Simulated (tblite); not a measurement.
A tight-binding relaxation on `C#CB(N)NBP`.

Computed with GFN2-xTB geometry optimisation, gas phase (tblite 0.8.0). Start geometry: from a force field or distance geometry. The input is one job of a driver script: a line of settings, then coordinates in Å.

Command:
```bash
OMP_NUM_THREADS=1 python probes_run.py task.json out
```

Input:
```
{"job": {"kind": "relax", "xc": "GFN2-xTB", "basis": "xTB"}, "charge": 0, "multiplicity": 1}
C      2.533700    -1.794800     0.171600
C      1.884300    -0.768400     0.238500
B      1.095400     0.531000     0.324800
N      1.844300     1.735900     0.927200
N     -0.403600     0.615100     0.416000
B     -1.172500    -0.623000     0.074800
P     -3.047000    -0.333700    -0.347500
H      3.098200    -2.683300     0.093300
H      1.672200     2.550000     0.345200
H      1.336600     1.887800     1.850400
H     -0.761300     1.470300    -0.094300
H     -0.685500    -1.696800     0.082700
H     -3.630800     0.674500     0.542300
H     -3.764900    -1.565300    -0.087100
```

Output:
```
step      E/eV     max force
  0    -506.15632    3.429
  1    -506.54902    2.773
  2    -506.66055    6.716
  3    -507.11243    1.164
  4    -507.18893    0.806
  5    -507.25030    0.535
  6    -507.27910    0.582
  7    -507.32757    0.423
  8    -507.34763    0.366
  9    -507.36157    0.314
... (73 lines left out)
 83    -508.25518    0.013
 84    -508.25521    0.016
 85    -508.25526    0.018
 86    -508.25533    0.018
 87    -508.25537    0.014
 88    -508.25539    0.012
 89    -508.25541    0.012
 90    -508.25544    0.012
 91    -508.25548    0.014
 92    -508.25551    0.009
```

«max force» is the largest atomic force in eV/Å.

Question: From which step on does the largest force stay under 0.1 eV/Å, and how much energy is left to gain from there?

Answer: From step 47 (0.096 eV/Å), 11.0 meV above the end.

In short: energy lowered by 48.4 kcal/mol over 92 steps; largest atomic force 0.009 eV/Å at the end.

Question: Where do the atoms end?

Answer: 0.519 Å rms from the input after alignment:
```
atom  x, y, z in Å
C1     2.4999   -1.7255    0.3897
C2     1.8006   -0.7489    0.4428
B3     0.9497    0.5122    0.5135
N4     1.5426    1.7200    0.8825
N5    -0.4608    0.4784    0.2104
B6    -1.2484   -0.6040   -0.1773
P7    -3.0911   -0.3413   -0.6010
H8     3.0981   -2.5892    0.3393
H9     1.0467    2.5927    0.9462
H10    2.5196    1.8021    1.0999
H11   -0.9192    1.3781    0.2921
H12   -0.7625   -1.6607   -0.3143
H13   -3.3845    0.5879    0.3850
H14   -3.5913   -1.4022    0.1291
```

On Arm Neoverse V2, one thread, shared host with 32 logical CPUs at a one-minute load of 37, this took 0.43 s.
Labels such as C1 count atoms from 1, the log's own numbers from 0.
